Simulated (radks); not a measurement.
Results of a calculation; reference values are marked as such.
Ta72+, configuration 1s1.

Code: a radial shooting solver on a logarithmic mesh with Libxc functionals. Model: non-relativistic Kohn-Sham, LB94 model potential, spin-polarised, spherical densities, point nucleus; open shells are filled with parallel spins first (spin-orbit coupling, left out, can overturn this in heavy ions); relativity is left out, which matters for an element this heavy.

Energy parts (hartree):
kinetic: 2662.0706
electron-nucleus: -5326.5698
Hartree: 22.7999
(The LB94 potential has no energy functional, so no total or exchange-correlation energy is given.)

Orbitals (lengths in bohr, moments of r in powers of bohr; <r^-3> diverges for s and p1/2):
orbital  occ.  eigenvalue (hartree)  <r^-3>
1s up       1             -2658.124       -

The highest occupied level is 1s up at -72331 eV. Summed over all electrons, <r^2> = 0.0005637 bohr^2, which gives a Langevin (diamagnetic) susceptibility term of -0.000446 x 10^-6 cm^3/mol. The electron density at the nucleus is 1.237e+05 e/bohr^3. Spin moment in Bohr magnetons: 1. The spin density at the nucleus is 123726 e/bohr^3 (1s 123726). The density falls to 0.001 e/bohr^3 at r = 0.13 bohr. For comparison, the ionisation energy in NIST's Atomic Spectra Database is 78394.6 eV (theoretical). In exact Kohn-Sham theory the highest level is minus the ionisation energy, but local and semilocal functionals leave it too shallow, through self-interaction and a potential that decays too fast; potentials with the right tail come closer.
